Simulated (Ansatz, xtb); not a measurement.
**CH11Ge2NSi: which of two isomers lies lower**

Structure X is `C[Si@@H]([GeH3])[NH][GeH3]`, a singlet and structure Y is `[SiH3][CH2][GeH2][NH][GeH3]`, a singlet. Both are isolated molecules in the gas phase, relaxed with PBE0-D3(BJ)/def2-SVP, each in the lowest conformer that the search found.

Task: Estimate which is lower in electronic energy at CCSD(T)/def2-SVP + ΔMP2/def2-TZVPP, and by roughly how much.

Result: The CCSD(T)/def2-SVP + ΔMP2/def2-TZVPP calculation puts structure X lower, by 14.6 kcal/mol.

Level by level:

```json
{"level": "GFN2-xTB", "geometry": "GFN2-xTB", "E(Y) − E(X) (kcal/mol)": "+14.3", "departure from the last row (kcal/mol)": "−0.3", "job, with rough time for the two": "optimisation, 0.55 s"}
{"level": "HF/STO-3G", "geometry": "GFN2-xTB", "E(Y) − E(X) (kcal/mol)": "+13.7", "departure from the last row (kcal/mol)": "−0.9", "job, with rough time for the two": "single point, 0.64 s"}
{"level": "r2SCAN-D4/def2-SVP", "geometry": "GFN2-xTB", "E(Y) − E(X) (kcal/mol)": "+15.6", "departure from the last row (kcal/mol)": "+1.0", "job, with rough time for the two": "single point, 5 s"}
{"level": "PBE0-D3(BJ)/def2-SVP", "geometry": "PBE0-D3(BJ)/def2-SVP", "E(Y) − E(X) (kcal/mol)": "+16.8", "departure from the last row (kcal/mol)": "+2.2", "job, with rough time for the two": "optimisation, 2 min"}
{"level": "HF/def2-SVP", "geometry": "PBE0-D3(BJ)/def2-SVP", "E(Y) − E(X) (kcal/mol)": "+13.3", "departure from the last row (kcal/mol)": "−1.4", "job, with rough time for the two": "part of the CCSD(T) run"}
{"level": "MP2/def2-SVP", "geometry": "PBE0-D3(BJ)/def2-SVP", "E(Y) − E(X) (kcal/mol)": "+12.7", "departure from the last row (kcal/mol)": "−1.9", "job, with rough time for the two": "part of the CCSD(T) run"}
{"level": "CCSD(T)/def2-SVP", "geometry": "PBE0-D3(BJ)/def2-SVP", "E(Y) − E(X) (kcal/mol)": "+13.4", "departure from the last row (kcal/mol)": "−1.3", "job, with rough time for the two": "single point"}
{"level": "CCSD(T)/def2-SVP + ΔMP2/def2-TZVPP", "geometry": "PBE0-D3(BJ)/def2-SVP", "E(Y) − E(X) (kcal/mol)": "+14.6", "departure from the last row (kcal/mol)": "", "job, with rough time for the two": "single point, 2.1 min"}
```

As drawn, Y has 1 C–Ge, 1 Ge–N, 2 Si–H in place of 1 Ge–Si, 1 N–Si, 1 C–H, 1 Ge–H.

None of the levels shown reverses the order. The largest departure from CCSD(T)/def2-SVP + ΔMP2/def2-TZVPP is that of PBE0-D3(BJ)/def2-SVP, 2.2 kcal/mol. The last row adds to CCSD(T) the change of the MP2 difference between the two basis sets, here +1.3 kcal/mol.

With thermal terms from frequencies at re-optimised GFN2-xTB minima (ideal gas, soft modes damped towards free rotors, one conformer each, 298.15 K, 1 atm): on the last row, ΔE + ΔZPE = +12.6, ΔH = +12.3, ΔG = +13.3 kcal/mol.

The correlated steps freeze 25 core orbitals; the filled d shell of Ge is correlated, in a basis made for valence electrons. Mirror images aren't counted in ΔG. Run with Ansatz 0.2.0, xtb 6.7.1; the last row on 4 threads of Arm Neoverse V2 on a shared host.
